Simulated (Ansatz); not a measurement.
CH$_{6}$FNO$_{2}$Si (`NCO[SiH](O)F`), relaxed with RKS PBE0-D4/def2-TZVP in Ansatz 0.2.0 from a PBE-D4/def2-SVP geometry. The force threshold is 0.005 eV/Å; the program also tests the step.

Total charge 0; spin multiplicity 1.

Start:

```xyz
12

N     1.075    0.584   -2.026
C     0.656   -0.221   -0.933
O    -0.058    0.530    0.080
Si   -0.508   -0.041    1.573
O    -1.706   -1.194    1.517
F    -1.050    1.286    2.351
H     1.696    1.338   -1.705
H     0.268    1.032   -2.478
H    -0.009   -1.030   -1.310
H     1.549   -0.698   -0.469
H     0.612   -0.657    2.336
H    -2.524   -0.928    1.062
```

(1) How much energy does the relaxation release, and in how many steps? (An estimate is asked.)

(2) Which bonds change most? (Best estimate.)

(3) Give the relaxed structure. (Estimate.)

Answers

(1) Computed: 11.08 kJ/mol, in 18 steps, 1 of them rejected.

(2) The calculation gave: Si4–F6 from 1.630 to 1.588 Å; O3–Si4 from 1.661 to 1.623 Å; Si4–O5 from 1.663 to 1.627 Å; C2–H9 from 1.113 to 1.093 Å.

(3) Computed: 
```xyz
12

N     1.128    0.591   -1.962
C     0.554   -0.229   -0.962
O    -0.144    0.524    0.039
Si   -0.507    0.004    1.533
O    -1.572   -1.225    1.567
F    -1.117    1.277    2.261
H     1.809    1.230   -1.572
H     0.423    1.133   -2.444
H    -0.154   -0.919   -1.428
H     1.348   -0.814   -0.485
H     0.676   -0.471    2.268
H    -2.443   -1.101    1.185
```
